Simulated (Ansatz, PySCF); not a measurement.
Species: phosphorus nitride, PN, net charge 0, singlet state. SMILES: N#P
Geometry: optimised at B3LYP-D3(BJ)/def2-TZVP (Ansatz, a first-principles code).

Wanted: atomisation energy (electronic, to ground-state atoms), in kJ/mol. Valence correlation only, unless marked. UHF or UKS for open shells. Spin-orbit coupling is left out. Non-relativistic. The coupled-cluster limit lacks core correlation, which all-electron functionals hold. CBS(X,Y): correlation extrapolated as X^-3; Hartree-Fock from the larger set (for Q and 5 zeta extrapolated as (X+1)exp(-9√X)). [CCSD(T)-MP2]/basis is that difference in the basis named.

```csv
level,program,atomisation energy (kJ/mol),minus last row,rough core time
BLYP-D3(BJ)/def2-TZVPD,Ansatz + dftd3,661.6,54.3,under 20 s
revPBE-D4/def2-TZVPD,Ansatz + dftd4,626.5,19.2,under 20 s
BP86/def2-TZVPD,PySCF,661.8,54.5,-
M06-L-D4/def2-TZVPD,PySCF + dftd4,592.0,-15.3,-
r2SCAN-D4/def2-TZVPD,Ansatz + dftd4,579.1,-28.2,under 20 s
B3LYP-D4/def2-TZVPD,Ansatz + dftd4,613.1,5.8,under 20 s
B3LYP/def2-TZVPD,Ansatz,609.5,2.2,under 20 s
MN15-D3(BJ)/def2-TZVPD,PySCF + dftd3,609.1,1.8,-
MP2/def2-QZVPP,Ansatz,634.9,27.6,-
RI-MP2/aug-cc-pV(T+d)Z,Ansatz,617.0,9.7,under 20 s
"RI-MP2/CBS(def2-TZVPPD,def2-QZVPPD)",Ansatz,650.5,43.2,under 20 s
SCS-MP2/aug-cc-pV(T+d)Z,Ansatz,623.7,16.4,-
SCS-MP2/cc-pV(T+d)Z,Ansatz,611.7,4.4,-
CCSD/def2-SVP,Ansatz,470.8,-136.5,-
CCSD/def2-SVPD,Ansatz,478.8,-128.5,-
CCSD/aug-cc-pV(Q+d)Z,Ansatz,546.0,-61.3,-
"CCSD/CBS(cc-pV(T+d)Z,cc-pV(Q+d)Z)",Ansatz,556.7,-50.6,-
"CCSD/CBS(def2-TZVPPD,def2-QZVPPD)",Ansatz,555.8,-51.5,-
CCSD(T)/cc-pVDZ,PySCF,475.8,-131.5,-
"RI-MP2/CBS(aug-cc-pV(T+d)Z,aug-cc-pV(Q+d)Z)+[CCSD(T)-MP2]/aug-cc-pV(Q+d)Z",Ansatz,606.4,-0.9,under 20 s
"CCSD(T)/CBS(cc-pV(Q+d)Z,cc-pV(5+d)Z)",Ansatz,607.3,0.0,24 s
```

Core times are rough, on shared machines, summed over the molecules involved; a dash marks a level read off another run, or run on other hardware, by another program or under a memory cap.

The Hartree-Fock reference is unstable (checked in the largest basis), which strains HF and MP2.
